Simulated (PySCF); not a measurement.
**How methods differ on the ionisation energy of Pd**

Pd [Kr] 4d10 (1S) → Pd+ [Kr] 4d9 (2D), as a difference of total energies. All numbers are calculated (PySCF 2.14, a scalar-relativistic core potential, in def2-SVP with the def2 core potential (28 electrons) (5s3p2d1f, 31 functions)). Correlated levels: valence: 4s2 4p6 frozen. The calculations carry no spin-orbit coupling.

```csv
method,ionisation energy (eV)
UHF,6.270
B3LYP,8.576
LDA,9.195
MP2 (valence),7.893
SCS-MP2 (valence),7.719
```

Q: How much does correlation contribute at MP2 (valence)?

A: 7.893 − (6.270) = 1.623 eV, measured against UHF.

Errors of the correlated levels include the incompleteness of this basis and the frozen core.

For comparison: 8.512 eV (measured; NIST levels, between the centres of gravity of the two terms).
